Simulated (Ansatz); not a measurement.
(GeF2)n: PBE0-D4/def2-TZVP single points in Ansatz on relaxed structures, gas phase. Each cluster is the lowest isomer that a short search found in that spin, judged at the geometry's level, and lower ones may exist. Binding counts from free atoms in the multiplicity of their measured ground term, without zero-point energy. Singlets are spin-restricted. The structures are stationary points that may keep the symmetry of their start.

```
species  atoms    state           geometry  HOMO (eV)  LUMO (eV)  gap (eV)  binding per atom (eV)          lowest of the spins relaxed  point group (within 0.1 Å)
   GeF2      3  singlet  PBE0-D4/def2-TZVP      -8.94      -2.58      6.36                   3.64  singlet, of singlet/triplet/quintet                         C2v
  Ge3F6      9  singlet    PBE-D4/def2-SVP      -8.38      -1.50      6.88                   3.85                                    –                           –
  Ge4F8     12  singlet    PBE-D4/def2-SVP      -7.81      -2.60      5.21                   3.81                                    –                           –
```

The gap (eV) runs from 5.21 (Ge4F8) to 6.88 (Ge3F6). The binding per atom (eV) runs from 3.64 (GeF2) to 3.85 (Ge3F6).
